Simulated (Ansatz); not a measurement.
`[SiH3]/C=[CH]/[GeH3]` + `C#CS` → `C#CS[SiH3]` + `C=[CH][GeH3]` at 700 K and 1 bar (ligand exchange at the Si–C bond).

Calculated with Ansatz (gas phase, PBE0-D4/def2-TZVP geometries, no zero-point term in ΔE). CCSD(T)/CBS adds triple-zeta CCSD(T) − MP2 to the extrapolated MP2 energy (def2 sets, frozen cores). This one scheme is used for every species. For Ge outer-core shells are correlated without core-valence functions, which leaves a few kJ/mol of doubt a bond. Scalar relativity is left out up to krypton. Each species was taken in one conformer, which may not be the lowest.

| species | CCSD(T)/CBS energy (Eh) | H − E (kJ/mol) | S (J/(mol·K)) |
| --- | --- | --- | --- |
| `[SiH3]/C=[CH]/[GeH3]` | -2446.06862 | 297.4 | 488.4 |
| `C#CS` | -475.00020 | 113.6 | 322.8 |
| `C#CS[SiH3]` | -765.30294 | 184.6 | 418.4 |
| `C=[CH][GeH3]` | -2155.78858 | 231.8 | 391.4 |

H − E and S are ideal-gas, rigid-rotor, harmonic terms from PBE0-D4/def2-TZVP, for one conformer and one mirror image of each species. 1 Eh = 2625.50 kJ/mol, R = 8.31446 J/(mol·K).

By hand: ΔE, ΔH, ΔS and ΔG.

ΔE = (-765.30294) + (-2155.78858) − (-2446.06862) − (-475.00020) = -0.02270 Eh = -59.6 kJ/mol. Δ(H − E) = 184.6 + 231.8 − 297.4 − 113.6 = 5.4, so ΔH = -54.2 kJ/mol. ΔS = 418.4 + 391.4 − 488.4 − 322.8 = -1.4 J/(mol·K). ΔG = -54.2 − 700 × (-1.4)/1000 = -53.2 kJ/mol.

By hand: the equilibrium constant, and the temperature at which ΔG would vanish if ΔH and ΔS stayed fixed.

log₁₀ K = −ΔG/(RT ln 10) = 4.0. ΔG = 0 at ΔH/ΔS = 38714 K, far beyond where these terms or the molecules hold.

The number of gas molecules stays the same, so ΔS is small and ΔH decides. A doubt of 5 kJ/mol in ΔE shifts log₁₀ K by 0.4 here. Other conformers and mirror images would add mixing entropy, several J/(mol·K) or more a flexible species. These are equilibria of isolated gas molecules and say nothing of rates. Largest T1 diagnostic: 0.013 (customary marks: 0.02 for closed shells, 0.045 for open ones).
